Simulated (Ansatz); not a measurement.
`N[SiH2][InH2]` + `C=N` → `C=N[SiH2]N` + `[InH3]` at 298.15 K and 1 bar (cleavage of the Si–In bond).

Program: Ansatz. Geometries: PBE0-D4/def2-TZVP. ΔE: electronic, gas phase. CCSD(T)/CBS is the MP2 limit (def2-TZVPP, def2-QZVPP) plus CCSD(T) − MP2 in def2-TZVPP, frozen cores. This one scheme is used for every species. def2 core potentials past Kr. For In outer-core shells are correlated without core-valence functions, which leaves a few kJ/mol of doubt a bond. One conformer a species, not always the lowest.

```tsv
species	CCSD(T)/CBS energy (Eh)	H − E (kJ/mol)	S (J/(mol·K))
`N[SiH2][InH2]`	-537.19857	163.8	349.4
`C=N`	-94.52360	115.3	227.0
`C=N[SiH2]N`	-440.16402	212.7	317.9
`[InH3]`	-191.56739	54.8	229.0
```

H − E and S are ideal-gas, rigid-rotor, harmonic terms from PBE0-D4/def2-TZVP, for one conformer and one mirror image of each species. 1 Eh = 2625.50 kJ/mol, R = 8.31446 J/(mol·K).

Question: By hand: ΔE, ΔH, ΔS and ΔG.

Answer: ΔE = (-440.16402) + (-191.56739) − (-537.19857) − (-94.52360) = -0.00924 Eh = -24.3 kJ/mol. Δ(H − E) = 212.7 + 54.8 − 163.8 − 115.3 = -11.6, so ΔH = -35.9 kJ/mol. ΔS = 317.9 + 229.0 − 349.4 − 227.0 = -29.5 J/(mol·K). ΔG = -35.9 − 298.15 × (-29.5)/1000 = -27.1 kJ/mol.

Question: By hand: the equilibrium constant, and the temperature at which ΔG would vanish if ΔH and ΔS stayed fixed.

Answer: log₁₀ K = −ΔG/(RT ln 10) = 4.7. ΔG = 0 at ΔH/ΔS = 1217 K.

ΔH outweighs TΔS. A doubt of 5 kJ/mol in ΔE shifts log₁₀ K by 0.9 here. Other conformers and mirror images would add mixing entropy, several J/(mol·K) or more a flexible species. These are equilibria of isolated gas molecules and say nothing of rates. Largest T1 diagnostic: 0.014 (customary marks: 0.02 for closed shells, 0.045 for open ones).
